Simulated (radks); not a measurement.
Results of a calculation; reference values are marked as such.
Species: Li2+. Configuration: 2s1 (not the ground configuration).

Code: a radial shooting solver on a logarithmic mesh with Libxc functionals. Model: Dirac Kohn-Sham, PBE, spin-unpolarised, spherical densities, point nucleus.

Energy parts (hartree):
| part | energy |
|---|---|
| total | -1.11693 |
| kinetic | 1.10658 |
| electron-nucleus | -2.23210 |
| Hartree | 0.22633 |
| exchange-correlation | -0.21774 |

Orbitals (lengths in bohr, moments of r in powers of bohr; <r^-3> diverges for s and p1/2; r(max) is where P^2 peaks):
orbital	occ.	eigenvalue (hartree)	<r^-3>	<r^4>	r(max)	<1/r>
1s1/2	0	-4.36411	-	0.2520	0.3210	3.108
2s1/2	1	-0.95124	-	35.18	1.733	0.7440
2p1/2	0	-0.90861	-	23.92	1.412	0.7192
2p3/2	0	-0.90849	1.003	23.94	1.412	0.7190

The highest occupied level is 2s1/2 at -25.884 eV. The configuration is held as typed, so some empty levels lie below it. Summed over all electrons, <r^2> = 4.632 bohr^2, which gives a Langevin (diamagnetic) susceptibility term of -3.67 x 10^-6 cm^3/mol. The density falls to 0.001 e/bohr^3 at r = 3.21 bohr.
